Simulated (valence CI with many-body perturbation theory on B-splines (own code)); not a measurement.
**Tm LVII: electric-dipole lines**

Calculated by configuration interaction combined with many-body perturbation theory (CI+MBPT): three valence electrons over a frozen Dirac-Fock core [Ne], radial functions for each j: 11 s, 11 p, 10 d, 8 f, 5 g, 2 h, with the one-electron correlation potential Σ1, the two-electron term Σ2, the three-electron term Σ3, Breit, model QED; selected CI, second order for the rest, scaled by the run's own slope (own B-spline code, finite nucleus).

The last digits are not significant, and no measured levels were compared; by estimate large intervals hold to a few tenths of a per cent, small ones and those within an open d or f shell to about a per cent.

Lines 51 to 100 of 588 in falling wavelength, among levels below 2761.9 eV, chosen from the strongest by gf and those to the six lowest levels. Wavelengths and rates use the calculated energies. Electric multipoles are in the length gauge, E1 and E2 with the static RPA response of the core. Weak lines are less certain than strong ones. Lines between different terms over intervals too small for the method are left out, as are lines whose strength nearly cancels. The highest levels of a list are the least certain.

Levels are named by their leading jj configuration (3d3/2^4 stands for four electrons in 3d with j = 3/2), which in mixed levels can hold well under half, so a name can repeat and another be missing. Letters in brackets count levels of one name in rising energy.

```
λ vac (Å)                          Upper                          Lower   A (s⁻¹)  S (a.u.) with core polarisation  S without
    71.07  (3p1/2 3p3/2 3d3/2) J=5/2 [b]         (3s 3p3/2 3d3/2) J=7/2  5.24e+10                         5.57e-02   5.66e-02
    70.78             (3s^2 4p3/2) J=3/2                (3s^2 4s) J=1/2  2.62e+11                         1.83e-01   1.84e-01
    70.41  (3p1/2 3p3/2 3d3/2) J=5/2 [a]          (3p1/2 3p3/2^2) J=5/2  2.18e+10                         2.25e-02   2.29e-02
    70.21  (3p1/2 3p3/2 3d3/2) J=3/2 [b]     (3s 3p3/2 3d3/2) J=5/2 [a]  2.85e+10                         1.95e-02   1.98e-02
    70.10      (3p1/2 3p3/2 3d5/2) J=9/2         (3s 3p3/2 3d5/2) J=9/2  3.35e+10                         5.69e-02   5.79e-02
    68.68          (3p1/2^2 3d3/2) J=3/2     (3s 3p1/2 3d3/2) J=3/2 [a]  3.61e+10                         2.31e-02   2.34e-02
    68.47     (3s 3p1/2 3d3/2) J=3/2 [a]         (3s 3p1/2 3p3/2) J=5/2  2.38e+10                         1.51e-02   1.53e-02
    67.38          (3p1/2^2 3p3/2) J=3/2     (3s 3p1/2 3p3/2) J=3/2 [a]  1.83e+10                         1.11e-02   1.13e-02
    65.82          (3d3/2^2 3d5/2) J=9/2  (3p3/2 3d3/2 3d5/2) J=7/2 [c]  1.48e+10                         2.08e-02   2.11e-02
    64.30         (3s 3p1/2 3d3/2) J=5/2         (3s 3p1/2 3p3/2) J=5/2  9.58e+09                         7.54e-03   7.65e-03
    62.96         (3s 3p1/2 3d3/2) J=1/2     (3s 3p1/2 3p3/2) J=3/2 [b]  1.86e+08                         4.59e-05   4.70e-05
    61.39      (3p1/2 3d3/2 3d5/2) J=9/2      (3p1/2 3p3/2 3d5/2) J=9/2  3.16e+10                         3.61e-02   3.67e-02
    61.39     (3s 3p1/2 3d3/2) J=3/2 [b]     (3s 3p1/2 3p3/2) J=3/2 [b]  4.97e+09                         2.27e-03   2.30e-03
    59.27         (3s 3p1/2 3d3/2) J=5/2     (3s 3p1/2 3p3/2) J=3/2 [a]  1.92e+08                         1.18e-04   1.20e-04
    59.12         (3d3/2 3d5/2^2) J=11/2          (3p3/2 3d5/2^2) J=9/2  2.48e+10                         3.03e-02   3.08e-02
    58.11             (3s^2 3d3/2) J=3/2             (3s^2 3p3/2) J=3/2  2.61e+08                         1.01e-04   1.02e-04
    57.09      (3p3/2 3d5/2^2) J=5/2 [a]          (3p3/2^2 3d5/2) J=3/2  4.28e+10                         2.36e-02   2.39e-02
    55.88     (3s 3p1/2 3d3/2) J=3/2 [b]         (3s 3p1/2 3p3/2) J=5/2  9.86e+08                         3.40e-04   3.47e-04
    55.87          (3d3/2^2 3d5/2) J=9/2  (3p3/2 3d3/2 3d5/2) J=9/2 [a]  2.20e+10                         1.89e-02   1.92e-02
    55.47         (3d3/2 3d5/2^2) J=11/2         (3p3/2 3d5/2^2) J=11/2  3.97e+10                         4.02e-02   4.08e-02
    55.34      (3d3/2 3d5/2^2) J=7/2 [b]      (3p3/2 3d5/2^2) J=7/2 [a]  2.84e+10                         1.90e-02   1.93e-02
    53.94      (3p3/2 3d5/2^2) J=7/2 [a]      (3p3/2^2 3d5/2) J=5/2 [a]  2.89e+10                         1.79e-02   1.82e-02
    53.84                (3d5/2^3) J=3/2      (3p3/2 3d5/2^2) J=3/2 [b]  1.31e+11                         4.05e-02   4.10e-02
    53.61                (3d5/2^3) J=9/2      (3p3/2 3d5/2^2) J=7/2 [b]  2.46e+11                         1.87e-01   1.89e-01
    53.31     (3s 3p1/2 3d5/2) J=5/2 [a]     (3s 3p1/2 3p3/2) J=3/2 [b]  1.79e+09                         8.02e-04   8.13e-04
    53.25             (3s 3d5/2^2) J=5/2     (3s 3p3/2 3d5/2) J=3/2 [b]  4.62e+10                         2.06e-02   2.09e-02
    53.17         (3s 3p1/2 3d3/2) J=1/2     (3s 3p1/2 3p3/2) J=3/2 [a]  5.01e+09                         7.44e-04   7.55e-04
    52.97  (3p1/2 3d3/2 3d5/2) J=7/2 [b]  (3p1/2 3p3/2 3d5/2) J=7/2 [a]  2.51e+10                         1.48e-02   1.50e-02
    52.84      (3d3/2 3d5/2^2) J=7/2 [a]  (3p3/2 3d3/2 3d5/2) J=5/2 [c]  6.91e+10                         4.03e-02   4.08e-02
    52.19             (3s 3d5/2^2) J=7/2     (3s 3p3/2 3d5/2) J=5/2 [b]  2.32e+11                         1.30e-01   1.32e-01
    52.05      (3d3/2 3d5/2^2) J=5/2 [a]  (3p3/2 3d3/2 3d5/2) J=3/2 [c]  8.72e+10                         3.64e-02   3.69e-02
    52.04     (3s 3p1/2 3d3/2) J=3/2 [b]     (3s 3p1/2 3p3/2) J=3/2 [a]  4.48e+09                         1.25e-03   1.26e-03
    51.93             (3s 3d5/2^2) J=9/2     (3s 3p3/2 3d5/2) J=7/2 [b]  7.17e+10                         4.96e-02   5.03e-02
    51.44                (3d5/2^3) J=5/2      (3p3/2 3d5/2^2) J=3/2 [b]  2.03e+11                         8.18e-02   8.30e-02
    51.26          (3d3/2 3d5/2^2) J=9/2  (3p3/2 3d3/2 3d5/2) J=7/2 [c]  1.95e+11                         1.30e-01   1.31e-01
    50.91      (3d3/2 3d5/2^2) J=7/2 [b]  (3p3/2 3d3/2 3d5/2) J=5/2 [d]  1.22e+11                         6.36e-02   6.45e-02
    50.88          (3p1/2 3d5/2^2) J=5/2  (3p1/2 3p3/2 3d5/2) J=3/2 [b]  5.45e+10                         2.13e-02   2.16e-02
    50.86         (3d3/2 3d5/2^2) J=11/2  (3p3/2 3d3/2 3d5/2) J=9/2 [b]  2.66e+11                         2.07e-01   2.10e-01
    50.83     (3s 3d3/2 3d5/2) J=5/2 [b]     (3s 3p3/2 3d3/2) J=5/2 [b]  4.15e+10                         1.61e-02   1.64e-02
    50.79     (3s 3d3/2 3d5/2) J=7/2 [b]     (3s 3p3/2 3d3/2) J=5/2 [b]  1.45e+11                         7.52e-02   7.63e-02
    50.72          (3p1/2 3d5/2^2) J=7/2  (3p1/2 3p3/2 3d5/2) J=5/2 [b]  2.44e+11                         1.26e-01   1.27e-01
    50.69          (3p1/2 3d5/2^2) J=3/2      (3p1/2 3p3/2 3d5/2) J=1/2  7.17e+10                         1.84e-02   1.87e-02
    50.56  (3p3/2 3d3/2 3d5/2) J=7/2 [b]          (3p3/2^2 3d3/2) J=7/2  7.36e+10                         3.76e-02   3.81e-02
    50.50                (3d5/2^3) J=3/2      (3p3/2 3d5/2^2) J=5/2 [b]  6.80e+10                         1.73e-02   1.75e-02
    50.39             (3s 3d5/2^2) J=3/2     (3s 3p3/2 3d5/2) J=3/2 [b]  8.96e+10                         2.26e-02   2.29e-02
    50.37      (3d3/2 3d5/2^2) J=5/2 [b]  (3p3/2 3d3/2 3d5/2) J=3/2 [c]  8.76e+10                         3.31e-02   3.36e-02
    50.36                (3d5/2^3) J=3/2      (3p3/2 3d5/2^2) J=3/2 [a]  7.31e+10                         1.84e-02   1.87e-02
    50.15         (3p3/2 3d5/2^2) J=11/2          (3p3/2^2 3d5/2) J=9/2  1.40e+11                         1.04e-01   1.06e-01
    50.13      (3p3/2 3d5/2^2) J=7/2 [b]      (3p3/2^2 3d5/2) J=5/2 [b]  4.32e+11                         2.15e-01   2.18e-01
    49.97      (3d3/2 3d5/2^2) J=5/2 [a]  (3p3/2 3d3/2 3d5/2) J=3/2 [b]  1.49e+11                         5.51e-02   5.59e-02
```
